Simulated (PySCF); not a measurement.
3-bromopyridine, C₅H₄BrN.
Numbering: `[Br:1][c:2]1[cH:3][cH:4][cH:5][n:6][cH:7]1` (hydrogens: H8 on C3; H9 on C4; H10 on C5; H11 on C7)

A GFN2-xTB structure was refined with PBE0-D3(BJ)/def2-SVP geometry optimisation, gas phase in PySCF. Its GFN2-xTB values:

```csv
coordinate,GFN2-xTB
Br1–C2,1.920 Å
C2–C3,1.398 Å
C2–C7,1.383 Å
C3–C4,1.334 Å
C3–H8,1.094 Å
C4–C5,1.401 Å
C4–H9,1.109 Å
C5–N6,1.313 Å
C5–H10,1.080 Å
N6–C7,1.327 Å
C7–H11,1.068 Å
Br1–C2–C3,121.4°
Br1–C2–C7,118.8°
C2–C3–C4,117.6°
C2–C7–N6,121.0°
C3–C2–C7,119.8°
C3–C4–C5,120.5°
C4–C5–N6,121.4°
C5–N6–C7,119.8°
```

Question: How do these coordinates change at the PBE0-D3(BJ)/def2-SVP level?

Answer: 
```json
{"coordinate": "C3–C4", "PBE0-D3(BJ)/def2-SVP (Å or °)": "1.392", "change": "+0.058"}
{"coordinate": "Br1–C2", "PBE0-D3(BJ)/def2-SVP (Å or °)": "1.882", "change": "-0.038"}
{"coordinate": "C7–H11", "PBE0-D3(BJ)/def2-SVP (Å or °)": "1.095", "change": "+0.027"}
{"coordinate": "C5–N6", "PBE0-D3(BJ)/def2-SVP (Å or °)": "1.330", "change": "+0.017"}
{"coordinate": "C4–H9", "PBE0-D3(BJ)/def2-SVP (Å or °)": "1.092", "change": "-0.017"}
{"coordinate": "C5–H10", "PBE0-D3(BJ)/def2-SVP (Å or °)": "1.096", "change": "+0.016"}
{"coordinate": "C2–C7", "PBE0-D3(BJ)/def2-SVP (Å or °)": "1.398", "change": "+0.015"}
{"coordinate": "C4–C5", "PBE0-D3(BJ)/def2-SVP (Å or °)": "1.394", "change": "-0.007"}
{"coordinate": "C2–C3", "PBE0-D3(BJ)/def2-SVP (Å or °)": "1.392", "change": "-0.006"}
{"coordinate": "C3–H8", "PBE0-D3(BJ)/def2-SVP (Å or °)": "1.092", "change": "-0.002"}
{"coordinate": "N6–C7", "PBE0-D3(BJ)/def2-SVP (Å or °)": "1.327", "change": "0.000"}
{"coordinate": "C4–C5–N6", "PBE0-D3(BJ)/def2-SVP (Å or °)": "123.2", "change": "+1.8"}
{"coordinate": "C3–C4–C5", "PBE0-D3(BJ)/def2-SVP (Å or °)": "118.7", "change": "-1.8"}
{"coordinate": "C2–C7–N6", "PBE0-D3(BJ)/def2-SVP (Å or °)": "122.4", "change": "+1.4"}
{"coordinate": "C5–N6–C7", "PBE0-D3(BJ)/def2-SVP (Å or °)": "118.5", "change": "-1.3"}
{"coordinate": "Br1–C2–C7", "PBE0-D3(BJ)/def2-SVP (Å or °)": "119.9", "change": "+1.1"}
{"coordinate": "Br1–C2–C3", "PBE0-D3(BJ)/def2-SVP (Å or °)": "120.7", "change": "-0.7"}
{"coordinate": "C3–C2–C7", "PBE0-D3(BJ)/def2-SVP (Å or °)": "119.3", "change": "-0.5"}
{"coordinate": "C2–C3–C4", "PBE0-D3(BJ)/def2-SVP (Å or °)": "117.8", "change": "+0.2"}
```

The energy falls by 3.3 kcal/mol over 8 energy and gradient evaluations, the largest force component goes from 0.0695 to 1.5e-04 Eh/bohr, and the atoms move by 0.024 Å rms after alignment. The bond that changes most is C3–C4 (both ends aromatic CH carbon), which lengthens by 0.058 Å. Bonds longer at the end by more than 0.005 Å: 5 of 11; shorter: 4. Rotational constants go from 5942, 999.0, 855.2 to 5868, 1006, 858.7 MHz.

The run used 136 basis functions and 54 SCF cycles in all.

No PBE0-D3(BJ)/def2-SVP frequencies stand behind this structure, so it isn't proved a minimum.
